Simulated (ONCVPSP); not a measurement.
# What one change does to a pseudopotential (scandium, ONCV)

```json
{
  "Element": "Sc (Z = 21)",
  "Generator": "ONCVPSP 4.0.1",
  "Type": "optimised norm-conserving Vanderbilt (ONCV)",
  "Functional": "LDA (Perdew-Wang 92)",
  "Relativity": "scalar-relativistic",
  "Frozen core": "[Ne] 3s2",
  "Valence charge": "9",
  "Reference configuration": "3p6 3d1 4s2",
  "Partial waves": "4s: rc 3.15 bohr, ncon 3, nbas 7, qcut 2.4 1/bohr, 2 projectors, debl 0.9 Ha; 3p: rc 1.15 bohr, ncon 3, nbas 7, qcut 6.7 1/bohr, 2 projectors, debl 0.6 Ha; 3d: rc 1.55 bohr, ncon 4, nbas 8, qcut 8.2 1/bohr, 2 projectors, debl 0.7 Ha",
  "Local potential": "polynomial inside 0.90 bohr (lpopt 2, dvloc0 0 Ha)",
  "Core correction": "Teter function, fcfact 5, rcfact 1.45"
}
```

In the p channel the program set the typed energies aside and used -1.234, 0.250 Ha.

All-electron outer shells of the reference configuration (LDA (PZ), scalar-relativistic, ld1.x):

```json
{"shell": "3s", "level (eV)": "-54.71", "outermost node (bohr)": "0.42", "outermost maximum (bohr)": "0.92"}
{"shell": "3p", "level (eV)": "-33.56", "outermost node (bohr)": "0.39", "outermost maximum (bohr)": "0.97"}
{"shell": "4s", "level (eV)": "-4.30", "outermost node (bohr)": "1.33", "outermost maximum (bohr)": "3.06"}
{"shell": "3d", "level (eV)": "-3.42", "outermost node (bohr)": "–", "outermost maximum (bohr)": "1.10"}
```

Change: s: qcut 2.

Cutoffs: the cutoffs (Ha) at which the residual kinetic energy of the hardest occupied pseudo-wave falls to 1 and 0.1 mHa per electron; they do not see the model core or the augmentation charge, which bear on the density cutoff. Errors are all-electron minus pseudo energies relative to the spin-unpolarised reference configuration.

Task: What does the change do?

Result: The potential gets neither clearly harder nor softer (29 Ha and 44 Ha → 29 Ha and 44 Ha); both files keep a bound ghost (s); the number of tests with a reliable result goes from 3 to 4; of the 3 tests that both files solve, the error grows in 3 and shrinks in 0 by more than 15 % and 0.3 meV (median size 6.2 → 14.9 meV).

```csv
quantity,base,changed
"cutoff, loose",29 Ha,29 Ha
"cutoff, tight",44 Ha,44 Ha
loose cutoff by channel,"s 2.1 Ha, p 16 Ha, d 29 Ha","s 1.9 Ha, p 16 Ha, d 29 Ha"
bound ghosts,s,s
GHOST(+) flags under 300 eV,none,none
tests with a reliable result,3 of 4,4 of 4
"error for 3p6 3d1 4s1, meV [ΔE 7.06 eV]",-2.2,-3.3
"error for 3p6 3d1 4s0, meV [ΔE 20.02 eV]",-11,-26
"error for 3p6 3d0 4s2 4p1, meV [ΔE 3.63 eV]",-6.2,+15
s: phases at 3.20 bohr within 0.05 rad from the reference energy up to (Ha; the scan ends near 5),n/a,n/a
p: phases at 1.16 bohr within 0.05 rad from the reference energy up to (Ha; the scan ends near 5),to the end of the scan,to the end of the scan
d: phases at 1.57 bohr within 0.05 rad from the reference energy up to (Ha; the scan ends near 5),to the end of the scan,to the end of the scan
"rms error of d²Exc/dni dnj with the model core, mHa",2.74,2.73
```

 A true bound ghost makes a file unfit for plane-wave use even where its test errors are small: the radial tests pick states by their node count and pass the ghost by.
